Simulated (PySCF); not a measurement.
Isomers of C5H8O4, from PySCF 2.14.0, PBE0-D3(BJ)/def2-SVP geometry optimisation, gas phase. One conformer each, no zero-point energy, no frequencies.

Question: Which isomer lies lower at this level?
A. `[CH3:1][O:2][C:3](=[O:4])[CH2:5][O:6][C:7]([CH3:8])=[O:9]` with C1–O2–C3–O4 1°, O2–C3–C5–O6 177°, C3–C5–O6–C7 -73°, C5–O6–C7–C8 173°: A = 4179, B = 876.8, C = 854.8 MHz, dipole 1.90 D
B. `[CH3:1][O:2][C:3](=[O:4])[CH2:5][C:6](=[O:7])[O:8][CH3:9]` with C1–O2–C3–O4 0°, O2–C3–C5–C6 -137°, C3–C5–C6–O7 59°, C5–C6–O8–C9 180° (dimethyl malonate): A = 4930, B = 761.1, C = 753.9 MHz, dipole 1.93 D

Answer: A. That is `COC(=O)COC(C)=O`, 3.4 kcal/mol below the other.

| SMILES | mapped SMILES | E (Eh) | relative (kcal/mol) | relative (kJ/mol) | dipole (D) |
| --- | --- | --- | --- | --- | --- |
| COC(=O)COC(C)=O | [CH3:1][O:2][C:3](=[O:4])[CH2:5][O:6][C:7]([CH3:8])=[O:9] | -495.36160 | 0.0 | 0.0 | 1.90 |
| COC(=O)CC(=O)OC | [CH3:1][O:2][C:3](=[O:4])[CH2:5][C:6](=[O:7])[O:8][CH3:9] | -495.35612 | 3.4 | 14.4 | 1.93 |
